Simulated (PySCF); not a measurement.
Species: SiIMe3, C3H9ISi.
Geometry (PBE0-D3(BJ)/def2-SVP, Å), atoms numbered from 1 in this order:
```xyz
14
C3H9ISi angstrom
Si     0.0039   -0.0031    0.3778
I      0.0444   -0.0006    2.8609
C      1.7833   -0.0140   -0.2049
H      2.3305    0.8585    0.1822
H      1.8161    0.0161   -1.3068
H      2.3018   -0.9237    0.1328
C     -0.8876    1.5514   -0.1649
H     -1.9241    1.5600    0.2040
H     -0.9108    1.6058   -1.2659
H     -0.3798    2.4502    0.2155
C     -0.9082   -1.5471   -0.1601
H     -1.9437   -1.5425    0.2112
H     -0.4104   -2.4501    0.2224
H     -0.9348   -1.6048   -1.2610
```

Level of theory: TDDFT CAM-B3LYP/def2-SVPD, vertical, gas phase, core orbitals frozen in the response, def2 core potentials past Kr in PySCF. Spin–orbit coupling is left out.

Transition dipole moments from the ground state, in atomic units and in the frame of the coordinates above (overall signs are arbitrary), for the states with f of 0.002 or more among the lowest 8:

| state | E (eV) | μx | μy | μz |
| --- | --- | --- | --- | --- |
| S1 | 5.949 | -0.271 | 0.056 | 0.004 |
| S2 | 5.950 | 0.055 | 0.270 | -0.001 |
| S3 | 6.902 | -0.795 | 0.055 | 0.014 |
| S4 | 6.902 | 0.055 | 0.796 | -0.003 |
| S8 | 7.689 | 0.015 | 0.001 | 0.898 |

**Question.** What oscillator strength does each state have?

**Answer.** f = (2/3) ΔE |μ|² with ΔE in hartree (27.2114 eV).

```json
{"state": "S1", "|μ|² (au)": "0.077", "|μ| (D)": "0.70", "f": "0.011"}
{"state": "S2", "|μ|² (au)": "0.076", "|μ| (D)": "0.70", "f": "0.011"}
{"state": "S3", "|μ|² (au)": "0.635", "|μ| (D)": "2.03", "f": "0.107"}
{"state": "S4", "|μ|² (au)": "0.637", "|μ| (D)": "2.03", "f": "0.108"}
{"state": "S8", "|μ|² (au)": "0.806", "|μ| (D)": "2.28", "f": "0.152"}
```

**Question.** Which bond between heavy atoms lies closest to the direction of the S8 transition dipole?

**Answer.** Si1–I2, at 0° from it; next Si1–C7, Si1–C3 and Si1–C11 at 73°.

**Question.** What peak molar absorption coefficient would the strongest computed level give as a lone Gaussian band 0.3 eV wide at half height?

**Answer.** ε(max) = 2.175×10⁸ f / FWHM, with the width in cm⁻¹. S3/S4 (f summed): 2.175×10⁸ × 0.2150 / 2420 ≈ 19000 L mol⁻¹ cm⁻¹.

S1/S2 and S3/S4 coincide within about 0.01 eV; within a degenerate level the directions of the single components are arbitrary.

The vertical ionisation energy (ΔSCF) is 9.41 eV, 1.72 eV above S8.

Without π bonds the low states may be Rydberg-like; a valence basis with one diffuse set may place them up to an eV too high.
